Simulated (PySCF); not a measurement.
Zn(Cl)(Me) (CH3ClZn), SMILES [CH3][Zn][Cl].

Coordinates come from a B3LYP-D3(BJ)/def2-TZVP optimisation.

The numbers are results of IEF-PCM-B3LYP/def2-SVP run with PySCF, not measurements.

The values are the electrostatic part of the solvation free energy, E(continuum) − E(gas) at the gas-phase geometry, in a cavity of scaled van der Waals radii (PySCF's table); cavitation and dispersion terms are not included. A continuum can't describe solvent molecules that bind to the metal. In vacuum the orbital gap is 7.25 eV. The dipole moment in vacuum is 2.45 D.

Computed values in water (ε = 78.36), dimethylsulfoxide (ε = 46.83), ethanol (ε = 24.85):
```
solvent                ε  ΔG(elec) (kcal/mol)  dipole (D)  gap (eV)
-----------------  -----  -------------------  ----------  --------
water              78.36                -12.5        2.92      7.49
dimethylsulfoxide  46.83                -12.3        2.91      7.49
ethanol            24.85                -11.9        2.90      7.49
```
